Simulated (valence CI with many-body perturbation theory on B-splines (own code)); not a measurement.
**A CI+MBPT run for Ho²⁶⁺**

Computed by relativistic CI+MBPT: five valence electrons over a frozen Dirac-Fock core [Kr], a basis of 7 s, 7 p, 8 d, 6 f, 4 g, 1 h functions for each j, with the one-electron correlation potential Σ1 (screened to all orders), the two-electron term Σ2, the three-electron term Σ3, Breit, model QED; selected single and double excitations, second order for the rest (own B-spline code, finite nucleus).

Command, and the settings that its task file holds:

```sh
python run_cv.py task.json out
```

```
atom Ho  Z=67  mass_number=165  rms_radius_fm=5.2022
core [Kr]
valence 4d5
avg = 1
basis = M
breit = 1
cap = 40000
capref = 1200
cscale = 1
de = 0.0
dress = 0
eps = 2e-08
h = 0.27
hh = 1
l2 = 3
lcore = 6
maxit = 60
n2 = 5
natural = 1
nlev = 45
nno = [4, 4, 5, 4, 3, 1]
nroot = 26
nsp = [3, 3, 3, 2, 1, 0]
pt2 = 1
qed = 1
rpa = 1
s1 = 1
s2 = 1
s3 = 1
screen = 1
tol = 2e-05
```

(1) Roughly how long does this run take on one core of Arm Neoverse V1, and how much memory?

Log. The first blocks belong to the next ion, which gives the ionisation energy. Fields: 2J, parity (1 odd), roots, reference size, generating configurations, candidates as configurations/state functions, variational space P, stored matrix elements, Davidson steps; e2 is the range of second-order energies in hartree. The first line gives the box (bohr), its intervals, the orbitals and the steps of their self-consistent field. Window is the range of levels sought, series limit the energy at which the first omitted orbital would enter, core excitation an estimate of the first excitation out of the core, left out the lowest levels not solved, and shifts from estimates the range by which levels moved from their first estimate, all in cm⁻¹.

```
rmax 5.5 intervals 59 orbitals 59 references ['4d5', '4d4 4f', '4d4 5s', '4d4 5p', '4d3 4f2'] scf 5 t 1.7
2J=0 par=0 roots 2 ref 28 generators 6 cand 7160/17692 P 1388/2672 nnz 1.3e+06 it 5
2J=0 par=0 roots 2 ref 28 generators 11 cand 9583/24368 P 2098/4336 nnz 2.6e+06 it 5
   second order: generators 13 cand 10198/25674 e2 -0.00003 -0.00001
2J=2 par=0 roots 2 ref 51 generators 6 cand 7370/49312 P 789/3996 nnz 4.1e+06 it 5
2J=2 par=0 roots 2 ref 51 generators 12 cand 10474/71211 P 2027/10807 nnz 2.1e+07 it 5
   second order: generators 17 cand 12084/82395 e2 -0.00007 -0.00003
reference levels 626, estimated 37, window 360612 1/cm; series limit 5016205, core excitation 1037366
2J=5 par=0 roots 10 ref 24 generators 14 cand 12991/429783 P 569/7980 nnz 1.3e+07 it 6
2J=5 par=0 roots 10 ref 24 generators 16 cand 12621/424289 P 1973/27270 nnz 1.3e+08 it 8
   second order: generators 27 cand 25424/960191 e2 -0.00092 -0.00049
2J=7 par=0 roots 7 ref 20 generators 9 cand 12973/478402 P 456/7996 nnz 1.5e+07 it 7
2J=7 par=0 roots 7 ref 20 generators 12 cand 12680/472909 P 1518/25228 nnz 1.2e+08 it 7
   second order: generators 22 cand 25634/1020756 e2 -0.00111 -0.00081
2J=3 par=0 roots 7 ref 19 generators 11 cand 12940/325056 P 655/7989 nnz 1.4e+07 it 7
2J=3 par=0 roots 7 ref 19 generators 11 cand 12505/319584 P 2184/25985 nnz 1.2e+08 it 8
   second order: generators 27 cand 27734/803567 e2 -0.00059 -0.00035
2J=11 par=0 roots 3 ref 7 generators 9 cand 12646/423915 P 603/7996 nnz 1.5e+07 it 5
2J=11 par=0 roots 3 ref 7 generators 12 cand 12256/418426 P 1942/25245 nnz 1.2e+08 it 6
   second order: generators 19 cand 18547/685555 e2 -0.00045 -0.00038
2J=9 par=0 roots 5 ref 14 generators 10 cand 12870/472881 P 508/7984 nnz 1.5e+07 it 5
2J=9 par=0 roots 5 ref 14 generators 12 cand 12530/467369 P 1607/25110 nnz 1.2e+08 it 7
   second order: generators 20 cand 21310/858763 e2 -0.00096 -0.00065
2J=1 par=0 roots 4 ref 13 generators 9 cand 12682/174314 P 1160/7993 nnz 1.3e+07 it 7
2J=1 par=0 roots 4 ref 13 generators 12 cand 11861/168831 P 3040/23428 nnz 6.8e+07 it 8
   second order: generators 18 cand 20494/319451 e2 -0.00020 -0.00010
2J=13 par=0 roots 1 ref 3 generators 3 cand 9611/309351 P 707/7994 nnz 1.8e+07 it 4
2J=13 par=0 roots 1 ref 3 generators 5 cand 10750/335108 P 1664/20247 nnz 8.6e+07 it 5
   second order: generators 9 cand 15910/494985 e2 -0.00019 -0.00019
left out: unestimated 1240402, estimated none, shifts from estimates -495 to 306
operators 3.6
```

The Davidson iterations converged.

No measured spectrum was set against this ion. As an estimate, large intervals hold to a few tenths of a per cent, small ones and those within an open d or f shell to about a per cent. Only levels of the ground parity were solved; by the run's estimate the other parity begins above the list, which can be wrong where configurations are misplaced.

```yaml
Valence_energy: -189.2694 hartree
Ionisation_energy: "930.43 eV (NIST: 929 ± 4 eV (theoretical))"
Reference_configurations_for_the_orbitals: 4d5, 4d4 4f, 4d4 5s, 4d4 5p, 4d3 4f2
Radial_orbitals: 59
Box_radius: 5.531 bohr
Largest_variational_space: 27270
Lowest_levels: (4d3/2^4 4d5/2) J=5/2 0.0, (4d3/2^3 4d5/2^2) J=5/2 [a] 52970, (4d3/2^3 4d5/2^2) J=7/2 [a] 83765, (4d3/2^3 4d5/2^2) J=3/2 [a] 86716, (4d3/2^3 4d5/2^2) J=11/2 89869, (4d3/2^3 4d5/2^2) J=9/2 98307, (4d3/2^3 4d5/2^2) J=5/2 [b] 102190, (4d3/2^3 4d5/2^2) J=1/2 107230, (4d3/2^3 4d5/2^2) J=7/2 [b] 118550, (4d3/2^2 4d5/2^3) J=5/2 [a] 136680, (4d3/2^3 4d5/2^2) J=3/2 [b] 146980, (4d3/2^2 4d5/2^3) J=7/2 [a] 151110, (4d3/2^2 4d5/2^3) J=11/2 155490, (4d3/2^2 4d5/2^3) J=9/2 [a] 160590 cm⁻¹
```

Levels are named by their leading jj configuration (3d3/2^4 stands for four electrons in 3d with j = 3/2), which in mixed levels can hold well under half, so a name can repeat and another be missing. Letters in brackets count levels of one name in rising energy.

Results:

(1) 4.9 min on 1 thread of Arm Neoverse V1, on a shared host, peak memory 1.3 GiB.
